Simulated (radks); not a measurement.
Question: These are the eigenvalues of the occupied orbitals of an atom or ion with whole-number occupations (eV). Method: Dirac Kohn-Sham, Slater X-alpha with alpha = 0.859, spin-unpolarised, spherical densities, finite nucleus; Fermi nuclear charge, rms radius of each element as measured or else 0.836 A^(1/3) + 0.57 fm; computed with a radial shooting solver on a logarithmic mesh with Libxc functionals.

| orbital | eigenvalue |
|---|---|
| 1s1/2 | -2790.079 |
| 2s1/2 | -273.0822 |
| 2p1/2 | -214.3442 |
| 2p3/2 | -212.5854 |
| 3s1/2 | -33.7809 |
| 3p1/2 | -21.0232 |
| 3p3/2 | -20.8677 |

Which element is it, and in what charge state? The configuration may be excited. Open shells, if any, are shared by 2j + 1.

Answer: Z = 17, chlorine, charge +1: Cl+ in [Ne] 3s2 3p4. The list shows which subshells hold electrons but not how many an open one holds; the 1s level, -102.53 hartree, gives Z - s = 14.3 by -(Z - s)^2/2, which with screening and relativity narrows Z to a few neighbours, and the depths of the outer levels then fix element, charge and occupations together.
